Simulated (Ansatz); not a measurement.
These are CAM-B3LYP-D3(BJ)/def2-TZVP (Ansatz, an electronic-structure program) values and carry that method's errors. No frequencies were computed at this level.

Ansatz 0.2 input:
```yaml
crystal:
  periodic: [false, false, false]
  atoms:
    - { symbol: C, position_ang: [-1.397514, -0.700082, -0.080825] }
    - { symbol: C, position_ang: [-0.205137, 0.201978, -0.009828] }
    - { symbol: Si, position_ang: [1.530661, -0.551669, 0.079722] }
    - { symbol: C, position_ang: [-0.365536, 1.516218, -0.009792] }
    - { symbol: Cl, position_ang: [0.984084, 2.584197, 0.070877] }
    - { symbol: H, position_ang: [-1.423858, -1.348576, 0.793418] }
    - { symbol: H, position_ang: [-1.328242, -1.336857, -0.961313] }
    - { symbol: H, position_ang: [-2.326543, -0.134857, -0.127674] }
    - { symbol: H, position_ang: [1.368428, -2.007871, 0.061189] }
    - { symbol: H, position_ang: [2.304757, -0.118855, -1.083031] }
    - { symbol: H, position_ang: [2.173551, -0.13489, 1.325328] }
    - { symbol: H, position_ang: [-1.314649, 2.031262, -0.058071] }
basis:
  gaussian: { orbitals: def2-tzvp }
hamiltonian:
  xc: cam_b3lyp
  dispersion: d3bj
relax:
  max_steps: 150
```

Output:

```
Functional definition: CAM-B3LYP
1372 factors; their error is unknown
438 factors; integrals over basis functions are off by at most 2.1e-6 eV
mean field evaluation 1: about -23619.1330 eV, gradient 5.1e1 eV
mean field evaluation 2: about -23617.9578 eV, gradient 5.4e1 eV
mean field evaluation 4: about -23625.1361 eV, gradient 3.3e0 eV
mean field evaluation 8: about -23625.1615 eV, gradient 6.5e-2 eV
mean field evaluation 16: about -23625.2023 eV, gradient 1.0e-4 eV
mean field -23625.20234064 eV, -868.2101722811 hartree, gradient 3.3e-5 eV, S^2 0.000000; 0 other end points of the search recorded, 0 dependent functions left out
reference -23625.20248813 eV, -868.2101777014 hartree; 28, 28 occupied and 181, 181 virtual orbitals, 1372 factors
relax step   1: F+E_penalty+E_count = -23625.45775715 eV  Δ(F+E_penalty+E_count) = +0.000e0 eV  max|allowed force component| = 6.738e-1 eV/Å  Δτ_max = 0.0000 Å  (29 SCF iters, accepted)
these checks for a lower state are left out or cut short: starts, cluster_reference, orbital_swaps, neighbouring_geometries, increment
1372 factors; their error is unknown
438 factors; integrals over basis functions are off by at most 2.2e-6 eV
mean field -23625.22894054 eV, -868.2111498097 hartree, gradient 1.2e-5 eV, S^2 0.000000; 0 other end points of the search recorded, 0 dependent functions left out
reference -23625.22908844 eV, -868.2111552446 hartree; 28, 28 occupied and 181, 181 virtual orbitals, 1372 factors
relax step   2: F+E_penalty+E_count = -23625.48296230 eV  Δ(F+E_penalty+E_count) = -2.521e-2 eV  max|allowed force component| = 2.063e-1 eV/Å  Δτ_max = 0.0573 Å  (33 SCF iters, accepted)
these checks for a lower state are left out or cut short: starts, cluster_reference, orbital_swaps, neighbouring_geometries, increment
1372 factors; their error is unknown
438 factors; integrals over basis functions are off by at most 2.3e-6 eV
mean field evaluation 32: about -23625.2324 eV, gradient 1.1e-5 eV
mean field -23625.23237346 eV, -868.2112759669 hartree, gradient 1.1e-5 eV, S^2 0.000000; 0 other end points of the search recorded, 0 dependent functions left out
reference -23625.23252144 eV, -868.2112814050 hartree; 28, 28 occupied and 181, 181 virtual orbitals, 1372 factors
relax step   3: F+E_penalty+E_count = -23625.48618149 eV  Δ(F+E_penalty+E_count) = -3.219e-3 eV  max|allowed force component| = 2.885e-2 eV/Å  Δτ_max = 0.0281 Å  (34 SCF iters, accepted)
these checks for a lower state are left out or cut short: starts, cluster_reference, orbital_swaps, neighbouring_geometries, increment
1372 factors; their error is unknown
438 factors; integrals over basis functions are off by at most 2.3e-6 eV
mean field -23625.23258102 eV, -868.2112835948 hartree, gradient 1.1e-5 eV, S^2 0.000000; 0 other end points of the search recorded, 0 dependent functions left out
reference -23625.23272901 eV, -868.2112890332 hartree; 28, 28 occupied and 181, 181 virtual orbitals, 1372 factors
relax step   4: F+E_penalty+E_count = -23625.48630943 eV  Δ(F+E_penalty+E_count) = -1.279e-4 eV  max|allowed force component| = 1.131e-2 eV/Å  Δτ_max = 0.0049 Å  (34 SCF iters, accepted)
these checks for a lower state are left out or cut short: starts, cluster_reference, orbital_swaps, neighbouring_geometries, increment
1372 factors; their error is unknown
438 factors; integrals over basis functions are off by at most 2.3e-6 eV
mean field -23625.23258532 eV, -868.2112837528 hartree, gradient 1.1e-5 eV, S^2 0.000000; 0 other end points of the search recorded, 0 dependent functions left out
reference -23625.23273330 eV, -868.2112891910 hartree; 28, 28 occupied and 181, 181 virtual orbitals, 1372 factors
relax step   5: F+E_penalty+E_count = -23625.48631983 eV  Δ(F+E_penalty+E_count) = -1.039e-5 eV  max|allowed force component| = 3.715e-3 eV/Å  Δτ_max = 0.0013 Å  (35 SCF iters, accepted)
1372 factors; their error is unknown
438 factors; integrals over basis functions are off by at most 2.3e-6 eV
mean field evaluation 64: about -23625.2326 eV, gradient 2.0e-2 eV
mean field -23625.23258532 eV, -868.2112837528 hartree, gradient 1.1e-5 eV, S^2 0.000000; 1 other end points of the search recorded, 0 dependent functions left out
reference -23625.23273330 eV, -868.2112891910 hartree; 28, 28 occupied and 181, 181 virtual orbitals, 1372 factors
Total energy: -23625.48646781 eV, -868.2206137620 hartree
Atom 0 at    -1.390290    -0.692871    -0.080382 Å, force    -0.002924    -0.002831    -0.000164 eV/Å
Atom 1 at    -0.189265     0.210262    -0.008899 Å, force     0.003715     0.002434     0.000358 eV/Å
Atom 2 at     1.522630    -0.552695     0.079279 Å, force     0.000276    -0.000469     0.000034 eV/Å
Atom 3 at    -0.363572     1.520578    -0.009622 Å, force    -0.000639     0.002398    -0.000479 eV/Å
Atom 4 at     0.940043     2.662613     0.068977 Å, force    -0.000669    -0.001422     0.000066 eV/Å
Atom 5 at    -1.436163    -1.350745     0.789714 Å, force     0.000283     0.000362    -0.000255 eV/Å
Atom 6 at    -1.340883    -1.339043    -0.959012 Å, force     0.000270     0.000361     0.000284 eV/Å
Atom 7 at    -2.320510    -0.125670    -0.127270 Å, force     0.000894    -0.000062     0.000049 eV/Å
Atom 8 at     1.351318    -2.022747     0.060151 Å, force    -0.001214    -0.000242    -0.000071 eV/Å
Atom 9 at     2.343654    -0.149861    -1.080648 Å, force     0.000089     0.000156    -0.000281 eV/Å
Atom 10 at     2.212494    -0.165902     1.326783 Å, force     0.000075     0.000148     0.000287 eV/Å
Atom 11 at    -1.329454     2.006077    -0.059072 Å, force    -0.000156    -0.000832     0.000171 eV/Å
Dipole moment:    -0.318792    -0.191823    -0.018662 e Å
```

Cost: around 100 core-seconds (rough).
